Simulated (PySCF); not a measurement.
Frontier levels across methods

Species: C3H7ClOSi.
Cartesian coordinates in Å at the PBE0-D3(BJ)/def2-SVP level; atoms count from 1:
```
atom  x, y, z in Å
C1     3.196    0.547    0.191
C2     1.883   -0.082    0.498
C3     0.673    0.385    0.178
Cl4    0.458    1.895   -0.694
O5    -0.466   -0.239    0.484
Si6   -2.062    0.255    0.228
H7     3.765    0.749    1.114
H8     3.822   -0.120   -0.426
H9     3.075    1.495   -0.349
H10    1.865   -1.031    1.043
H11   -2.357    0.388   -1.225
H12   -2.857   -0.853    0.819
H13   -2.346    1.533    0.939
```

Basis pcSseg-1 throughout (PySCF), one geometry. One conformer (not necessarily the lowest) at the PBE0-D3(BJ)/def2-SVP geometry, without solvent, vibrations or thermal averaging.

How do the orbital energies, the gap and the dipole change with the method?

```json
{"method": "BLYP", "kind": "GGA", "HOMO (eV)": "-5.26", "LUMO (eV)": "-0.52", "gap (eV)": "4.74", "μ (D)": "0.34", "SCF cycles": "15"}
{"method": "B97-D", "kind": "GGA", "HOMO (eV)": "-5.39", "LUMO (eV)": "-0.52", "gap (eV)": "4.88", "μ (D)": "0.36", "SCF cycles": "16"}
{"method": "OPBE", "kind": "GGA", "HOMO (eV)": "-5.39", "LUMO (eV)": "-0.56", "gap (eV)": "4.84", "μ (D)": "0.41", "SCF cycles": "16"}
{"method": "PBE", "kind": "GGA", "HOMO (eV)": "-5.41", "LUMO (eV)": "-0.71", "gap (eV)": "4.70", "μ (D)": "0.37", "SCF cycles": "16"}
{"method": "KT2", "kind": "GGA", "HOMO (eV)": "-5.45", "LUMO (eV)": "-0.83", "gap (eV)": "4.62", "μ (D)": "0.39", "SCF cycles": "16"}
{"method": "KT3", "kind": "GGA", "HOMO (eV)": "-5.45", "LUMO (eV)": "-0.71", "gap (eV)": "4.74", "μ (D)": "0.40", "SCF cycles": "16"}
{"method": "BP86", "kind": "GGA", "HOMO (eV)": "-5.53", "LUMO (eV)": "-0.75", "gap (eV)": "4.77", "μ (D)": "0.37", "SCF cycles": "15"}
{"method": "LDA", "kind": "LDA", "HOMO (eV)": "-5.57", "LUMO (eV)": "-0.97", "gap (eV)": "4.59", "μ (D)": "0.35", "SCF cycles": "15"}
{"method": "B97-2", "kind": "global hybrid", "HOMO (eV)": "-6.35", "LUMO (eV)": "0.24", "gap (eV)": "6.59", "μ (D)": "0.37", "SCF cycles": "14"}
{"method": "B3LYP", "kind": "global hybrid", "HOMO (eV)": "-6.36", "LUMO (eV)": "0.04", "gap (eV)": "6.40", "μ (D)": "0.33", "SCF cycles": "14"}
{"method": "PBE0", "kind": "global hybrid", "HOMO (eV)": "-6.59", "LUMO (eV)": "0.21", "gap (eV)": "6.80", "μ (D)": "0.36", "SCF cycles": "13"}
{"method": "mPW1PW91", "kind": "global hybrid", "HOMO (eV)": "-6.62", "LUMO (eV)": "0.24", "gap (eV)": "6.86", "μ (D)": "0.36", "SCF cycles": "14"}
{"method": "BHandHLYP", "kind": "global hybrid", "HOMO (eV)": "-7.62", "LUMO (eV)": "1.20", "gap (eV)": "8.82", "μ (D)": "0.31", "SCF cycles": "12"}
{"method": "CAM-B3LYP", "kind": "range-separated hybrid", "HOMO (eV)": "-7.88", "LUMO (eV)": "1.31", "gap (eV)": "9.19", "μ (D)": "0.32", "SCF cycles": "13"}
{"method": "wB97X-D", "kind": "range-separated hybrid", "HOMO (eV)": "-8.43", "LUMO (eV)": "2.05", "gap (eV)": "10.47", "μ (D)": "0.38", "SCF cycles": "14"}
{"method": "HF", "kind": "Hartree–Fock", "HOMO (eV)": "-9.16", "LUMO (eV)": "3.57", "gap (eV)": "12.73", "μ (D)": "0.29", "SCF cycles": "11"}
{"method": "LC-wPBE", "kind": "range-separated hybrid", "HOMO (eV)": "-9.23", "LUMO (eV)": "2.48", "gap (eV)": "11.72", "μ (D)": "0.34", "SCF cycles": "14"}
```

The HOMO spans 3.97 eV, from BLYP down to LC-wPBE, and the gap runs from 4.59 eV (LDA) to 12.73 eV (HF). Over the methods BLYP (0 %), B97-D (0 %), OPBE (0 %), PBE (0 %), KT2 (0 %), KT3 (0 %), BP86 (0 %), LDA (0 %), B97-2 (21 %), B3LYP (20 %), PBE0 (25 %), mPW1PW91 (25 %), BHandHLYP (50 %), HF (100 %), a straight line through the gap against the share of exact exchange rises by 0.80 eV for each 10 % (correlation coefficient 0.999). The dipole ranges from 0.29 D (HF) to 0.41 D (OPBE). This basis has no diffuse functions.
